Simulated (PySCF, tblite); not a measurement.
Isomers of C3H10O2Si2. All values are computed: GFN2-xTB (tblite) harmonic vibrations without scaling, gas phase. The method is semi-empirical: single wavenumbers can be off by several per cent or more. Modes of hydrogen on silicon can be 10 to 20 % off. One conformer each.

Electronic energies: PBE0/pcSseg-1 single points on the GFN2-xTB geometries (PySCF, gas phase).

```tsv
SMILES	electronic energy, lowest = 0 (kcal/mol)
C=CO[SiH2]OC[SiH3]	38.2
O[SiH](O)C1C[SiH2]C1	0.0
CO[C@@H]1C[Si@@H]1O[SiH3]	43.9
CCC(=O)O[SiH2][SiH3]	17.4
```

**Question.** How do GFN2-xTB zero-point energies change the relative energies?

**Answer.** 
| SMILES | ZPE (kcal/mol) | of it from modes above 1550 cm⁻¹ | electronic (kcal/mol) | with ZPE, lowest = 0 (kcal/mol) | lowest mode (cm⁻¹) | rings |
| --- | --- | --- | --- | --- | --- | --- |
| O[SiH](O)C1C[SiH2]C1 | 77.5 | 41.5 | 0.0 | 0.0 | 33 | 1 |
| CCC(=O)O[SiH2][SiH3] | 74.8 | 39.9 | 17.4 | 14.7 | 31 | 0 |
| C=CO[SiH2]OC[SiH3] | 74.0 | 40.2 | 38.2 | 34.6 | 23 | 0 |
| CO[C@@H]1C[Si@@H]1O[SiH3] | 75.7 | 38.8 | 43.9 | 42.1 | 32 | 1 |

The zero-point energies span 3.5 kcal/mol, from `C=CO[SiH2]OC[SiH3]` to `O[SiH](O)C1C[SiH2]C1`. The order is unchanged.

**Question.** And how do the electronic energies of GFN2-xTB itself compare?

**Answer.** `O[SiH](O)C1C[SiH2]C1` 3.7; `CCC(=O)O[SiH2][SiH3]` 4.8; `C=CO[SiH2]OC[SiH3]` 0.0; `CO[C@@H]1C[Si@@H]1O[SiH3]` 19.7 kcal/mol, lowest = 0. Against the energies above, taken from the same isomer `O[SiH](O)C1C[SiH2]C1`, the largest difference is 41.9 kcal/mol.
